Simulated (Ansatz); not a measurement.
Input file for Ansatz (a program for electronic structure): R-CCSD(T)/cc-pV(T+d)Z on FH4NSi (SMILES N[SiH2]F), a point of a torsion scan. Files ending in .json are basis or fitting sets from the Basis Set Exchange.

Ansatz 0.2 input:
```yaml
crystal:
  periodic: [false, false, false]
  atoms:
    - {symbol: N, position_ang: [1.03082776, -0.09502480, -0.02861895]}
    - {symbol: Si, position_ang: [-0.65752534, 0.09812233, 0.10334244]}
    - {symbol: F, position_ang: [-1.29871327, 0.20378188, -1.37373217]}
    - {symbol: H, position_ang: [1.53615676, -0.88402008, 0.32637390]}
    - {symbol: H, position_ang: [1.62568805, 0.56018206, -0.50243492]}
    - {symbol: H, position_ang: [-1.02827322, 1.36627549, 0.71322511]}
    - {symbol: H, position_ang: [-1.20075641, -1.10804064, 0.69839392]}
basis:
  gaussian:
    orbitals: cc-pV_T+d_Z.json
magnetization: {spin_polarized: false}
correlation: {method: ccsd_t, electrons: outside_noble_gas}
scf: {lower_state_search: off}
```

**Question.** Give the final energy of this run.

**Answer.** -445.9638 hartree (reference determinant -445.3282, T1 diagnostic 0.010).

**Question.** How many basis functions does it have, and what does it roughly cost on one machine?

**Answer.** 155 functions; roughly 15 core-seconds.
